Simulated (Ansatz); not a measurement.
Cost and result for the atomization energy of C2HF2In, SMILES `C#[C][In]([F])[F]` (6 atoms, 5 bonds).

Cartesian coordinates in Å:
```
C -0.5141 1.7926 0.7755
C -0.2080 0.7221 0.3133
In 0.3123 -1.0878 -0.4704
F -0.0566 -1.6796 -2.2679
F 1.2530 -2.4869 0.4648
H -0.7866 2.7396 1.1847
```

Total charge 0; spin multiplicity 1. Correlated methods include outer-core shells of In, which these sets cover unevenly. In: def2 effective core potential. Geometry: relaxed with PBE0-D4/def2-TZVP. Program: Ansatz. All runs use 4 threads of an Arm Neoverse V1 on a shared host. Times are those of one run each, without the atoms' runs, and a repeat can differ threefold. Electronic energies, without spin–orbit coupling; frozen cores. CCSD(T)/CBS adds CCSD(T) − MP2 in def2-TZVPP to the MP2 limit, and its time is that of the two runs behind it. T1 = 0.017. With those shells the extrapolation isn't a true limit. B3LYP takes the VWN-RPA correlation (the form of Gaussian; ORCA's B3LYP/G). HSE06 is the plane-wave form, built on full-range PBE exchange.

CCSD(T)/CBS is a level of theory with its own doubt, some kJ/mol a heavy atom from the limit and from the frozen cores, so smaller differences don't rank the functionals.

```tsv
level	functions	atomization (kcal/mol)	difference from CCSD(T)/CBS	per bond
ωB97X-V/def2-TZVPP	188	553.9	-3.6	-0.7
HSE06-D4/def2-TZVPP	188	550.3	-7.2	-1.4
PBE-D4/def2-TZVPP (with forces)	188	572.6	15.1	3.0
B3LYP-D4/def2-TZVPP (with forces)	188	544.8	-12.7	-2.6
CCSD(T)/def2-TZVPP	188	538.4	-19.1	-3.8
r2SCANh-D4/def2-TZVPP	188	545.6	-11.9	-2.4
CCSD(T)/CBS(def2)	–	557.5	0.0	0.0
ωB97M-V/def2-TZVPP (with forces)	188	553.5	-4.0	-0.8
MP2/def2-QZVPP	340	576.9	19.4	3.9
B2PLYP/def2-TZVPP	188	547.1	-10.4	-2.1
CCSD(T)/def2-SVP	87	519.6	-37.9	-7.6
PBE0-D4/def2-TZVPP	188	549.9	-7.6	-1.5
r2SCAN-D4/def2-TZVPP (with forces)	188	553.9	-3.6	-0.7
```

(1) Order the runs by time, with rough figures. (Best estimate.)

Answers

(1) Computed: PBE-D4/def2-TZVPP (with forces) 1.6 s; PBE0-D4/def2-TZVPP 1.9 s; HSE06-D4/def2-TZVPP 2.2 s; r2SCAN-D4/def2-TZVPP (with forces) 3.1 s; r2SCANh-D4/def2-TZVPP 3.4 s; B3LYP-D4/def2-TZVPP (with forces) 3.5 s; B2PLYP/def2-TZVPP 3.8 s; CCSD(T)/def2-SVP 3.9 s; ωB97X-V/def2-TZVPP 5.5 s; ωB97M-V/def2-TZVPP (with forces) 7.5 s; MP2/def2-QZVPP 9.5 s; CCSD(T)/def2-TZVPP 83 s; CCSD(T)/CBS(def2) 92 s.

From PBE to PBE0 (25 % exact exchange), in def2-TZVPP and without D4, the atomization energy moves by −22.3 kcal/mol: exact exchange takes away binding that semilocal exchange gives to molecules. At CCSD(T), def2-SVP lies −38.0 kcal/mol from the extrapolated value and def2-TZVPP −19.1 kcal/mol: correlation converges slowly with the basis, and small sets miss more of it in the bonded molecule than in its fragments. In def2-TZVPP, CCSD(T) changes the Hartree–Fock value by +160.3 kcal/mol (the triples alone add +14.7 kcal/mol) and MP2 by +187.1 kcal/mol; breaking electron pairs costs correlation energy, which Hartree–Fock lacks.

Spin–orbit coupling would lower the free In atoms strongly, and the atomization energy with them, by more than many differences here.
